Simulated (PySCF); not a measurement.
A geometry optimisation on `BN([SiH3])[SiH2]P`.

Computed with PBE0-D3(BJ)/def2-SVP geometry optimisation, gas phase (PySCF 2.14.0). Start geometry: GFN2-xTB. A driver script takes a list of jobs; this job's settings line and coordinates (Å) are shown.

Command:
```bash
OMP_NUM_THREADS=1 python probes_run.py task.json out
```

Input:
```
{"job": {"xc": "PBE0", "basis": "def2-SVP", "d3": "d3bj", "grid": 1, "shake": 0.01, "kind": "geom"}, "charge": 0, "multiplicity": 1}
B     -1.710010    -1.313050     0.092040
N     -0.736640    -0.320040     0.271100
Si    -1.132060     1.367270     0.625250
Si     0.975140    -0.835580     0.171090
P      2.263720     0.856920     0.761220
H     -2.862240    -0.978720     0.146490
H     -1.404170    -2.396320    -0.128770
H     -0.304940     2.201870    -0.288960
H     -2.539120     1.561550     0.408790
H     -0.762950     1.619260     2.042770
H      1.161450    -1.926310     1.145380
H      1.201190    -1.310870    -1.187310
H      2.439480     1.350840    -0.520660
H      3.403990     0.108100     0.733830
```

Output:
```
step   0  E = -1004.57887011  max force = 0.033189
step   1  E = -1004.58729337  max force = 0.006608
step   2  E = -1004.58771046  max force = 0.001156
step   3  E = -1004.58773844  max force = 0.000561
step   4  E = -1004.58775601  max force = 0.000722
step   5  E = -1004.58777447  max force = 0.000776
step   6  E = -1004.58780715  max force = 0.000517
step   7  E = -1004.58783395  max force = 0.000597
step   8  E = -1004.58786761  max force = 0.000523
step   9  E = -1004.58789737  max force = 0.000430
step  10  E = -1004.58792398  max force = 0.000430
step  11  E = -1004.58794686  max force = 0.000585
step  12  E = -1004.58796740  max force = 0.000800
step  13  E = -1004.58798526  max force = 0.000675
step  14  E = -1004.58800156  max force = 0.000350
step  15  E = -1004.58801690  max force = 0.000408
step  16  E = -1004.58803216  max force = 0.000331
step  17  E = -1004.58805445  max force = 0.000311
step  18  E = -1004.58805610  max force = 0.000237
optimisation converged
```

Energies in Eh; «max force» is the largest Cartesian gradient component in Eh/bohr.

**Question.** Give the first gradient maximum in eV/Å.

**Answer.** With 1 Eh/bohr = 51.422 eV/Å, 1.707 eV/Å.

Summary of the converged run: final energy -1004.58806 Eh after 18 steps; dipole 0.95 D.

**Question.** Where do the atoms end?

**Answer.** 0.374 Å rms from the input after alignment:
```
atom  x, y, z in Å
B1    -1.7970   -1.0899   -0.2340
N2    -0.8347   -0.1706    0.2427
Si3   -1.3105    1.4418    0.8088
Si4    0.8513   -0.7243    0.3175
P5     2.1985    1.0974    0.4121
H6    -2.9688   -0.7872   -0.2716
H7    -1.4392   -2.1887   -0.6048
H8    -0.6539    2.4871   -0.0326
H9    -2.7903    1.5546    0.7015
H10   -0.8756    1.6353    2.2236
H11    1.0933   -1.4881    1.5790
H12    1.1249   -1.6044   -0.8529
H13    2.2012    1.3003   -1.0019
H14    3.3729    0.2827    0.4016
```

The run took 2.2 min wall on Arm Neoverse V1, one thread, no GPU, on a shared host, and the process peaked at 0.50 GiB of memory.
Labels such as C1 count atoms from 1, the log's own numbers from 0.
